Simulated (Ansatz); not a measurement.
Z-matrix (Å, degrees):
```
Si
B 1 1.923
N 1 1.759 2 44.2
H 1 1.488 2 125.7 3 91.6
H 1 1.488 2 125.7 3 -91.6
O 2 1.350 1 158.9 3 -180.0
H 3 1.009 1 145.5 2 180.0
H 6 0.962 2 113.7 1 180.0
```

The species carries charge 0 and has multiplicity 1.

Q: List the ωB97M-V/def2-TZVPP orbital energies in eV (Ansatz 0.2.0). (Estimate.)

A: Ansatz gave: Occupied: -1806.85, -526.58, -394.37, -188.47, -147.90, -102.06, -101.99, -101.98, -31.55, -26.84, -18.90, -18.07, -16.15, -14.23, -13.54, -12.21, -12.01, -10.31, -9.16. Lowest empty: 1.34, 2.58, 2.70, 2.95, 3.27, 3.53, 4.23, 4.96.
